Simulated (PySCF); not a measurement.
## [RuNCl4]-: computed shieldings and shifts

[RuNCl4]-, [Cl4NRu]-, point group C4v.

Bonds: Ru1-N2 1.564 Å, Ru1-Cl3 2.332 Å, Ru1-Cl4 2.332 Å, Ru1-Cl5 2.332 Å, Ru1-Cl6 2.332 Å.

Total charge -1.

GIAO calculations in PySCF 2.14.0 with density-fitted response routines on the PBE0-D3(BJ)/def2-SVP structure: isolated species, scalar relativity only through the core potential, equivalent atoms averaged; basis pcSseg-1 (def2-TZVP on Ru).

(1) Give the isotropic shieldings (ppm) with PBE0, wB97X-D.

(2) And the chemical shifts, against references computed in the same way?

(3) Which part of the shielding of Cl3/Cl4/Cl5/Cl6 depends on the functional?

Results:

(1) 
```tsv
atoms	environment	PBE0	wB97X-D
Cl3/Cl4/Cl5/Cl6	chlorine bonded to Ru	945	997
N2	nitrogen bonded to Ru	-635.8	-674.6
HOMO–LUMO gap (eV)	–	4.49	8.06
```

(2) 
| atoms | nucleus, reference | PBE0 | wB97X-D |
| --- | --- | --- | --- |
| Cl3/Cl4/Cl5/Cl6 | 35Cl, HCl | -2 | -58 |
| N2 | 15N, NH3 | 901.5 | 938.6 |

(3) Diamagnetic: PBE0 1147, wB97X-D 1147 ppm; paramagnetic: PBE0 -201, wB97X-D -150 ppm. The diamagnetic part, set mainly by inner electrons, hardly moves; the paramagnetic part goes with low-lying magnetically allowed excitations and carries the spread.

Ru is described by an effective core potential, so it has no shielding of its own here; spin–orbit effects on the atoms bonded to it, which can be large, are absent, and the values of these neighbours are rough. Experimental scales use liquid or dissolved standards, which lie at an offset from isolated NH3 (liquid NH3: subtract about 20 ppm). Unscaled 15N shifts of sp2 nitrogen come out 20 to 40 ppm too high even then.
